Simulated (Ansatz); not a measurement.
TaSe2⁺, relaxed as a singlet with RKS r2SCAN-D4/def2-TZVP in Ansatz, starting from the GFN1-xTB geometry. Force threshold 0.02 eV/Å.

In the def2 sets Ta takes a core potential; there is no spin–orbit coupling. The restricted singlet is unstable towards broken spin symmetry in Hartree–Fock (as tested in another run); at r2SCAN-D4/def2-TZVP this wasn't settled. The relaxation made no stability test and no search for a lower SCF solution. No other spin state of charge 1 was run. Another isomer (singlet) lies 1.28 eV lower at PBE0-D4/def2-TZVP; other spin states weren't run for this one.

Start:

```xyz
3

Ta   -0.4547    1.9695    0.3228
Se    0.9060   -0.0775    0.0229
Se   -0.4512   -1.8920   -0.3457
```

Task: Estimate the energy that the relaxation releases and the steps that it takes.

Result: 293.9 kJ/mol, in 8 steps; 15 s on 4 threads of AMD EPYC 7B13 on a shared host. No frequencies were taken in this run, so the end may be a saddle point.

Task: Does the start keep its bonding and symmetry?

Result: Bonds formed: Ta1–Se3 (atoms count from 1). Point group Cs at the start, C2v at the end, both within 0.05 Å.

Task: Predict the relaxed structure.

Result: 
Cartesian coordinates in Å:
```
Ta -0.677 1.187 0.178
Se 1.362 -0.031 0.049
Se -0.685 -1.157 -0.228
```
Bond lengths: 2 × Se–Ta 2.38 Å; 1 × Se–Se 2.35 Å.
